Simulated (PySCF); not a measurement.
CH₈FNSi₂, SMILES CN([SiH3])[SiH2]F. Atoms are numbered in the order given.

```xyz
13

Si     1.7170    -0.7250     0.3599
N      0.2479     0.2361     0.4177
C      0.4059     1.6422     0.8176
Si    -1.2919    -0.3032    -0.1460
F     -1.5765     0.1384    -1.6923
H      2.3690    -0.7263     1.7036
H      1.3503    -2.1096    -0.0397
H      2.6994    -0.1625    -0.6153
H     -0.5716     2.0963     1.0461
H      0.8806     2.2524     0.0283
H      1.0248     1.7280     1.7278
H     -2.3548     0.3484     0.6607
H     -1.3307    -1.7833    -0.1048
```

Geometry optimised at B3LYP-D3(BJ)/def2-SVP. This is a generated structure with no PubChem entry under its InChIKey; it may be hypothetical. Other conformers were not sampled.

Vertical ionisation energy (IE) and electron affinity (EA) in eV. Rows of orbital energies are one-electron estimates. Where ΔSCF, EOM or ADC give a negative EA the extra electron is unbound and the value depends on the basis.

```
level                                           IE    EA
--------------------------------------------  ----  ----
−ε(HOMO), −ε(LUMO), r2SCAN/def2-TZVP (PySCF)  6.48  0.31
−ε(HOMO), −ε(LUMO), PBE/def2-TZVP (PySCF)      [?]   [?]
```

### Question
Fill in the missing entries. (Estimate from the structure and the level; the computed values follow.)

### Answer

- −ε(HOMO), −ε(LUMO), PBE/def2-TZVP (PySCF), IE: 6.22
- −ε(HOMO), −ε(LUMO), PBE/def2-TZVP (PySCF), EA: 0.70
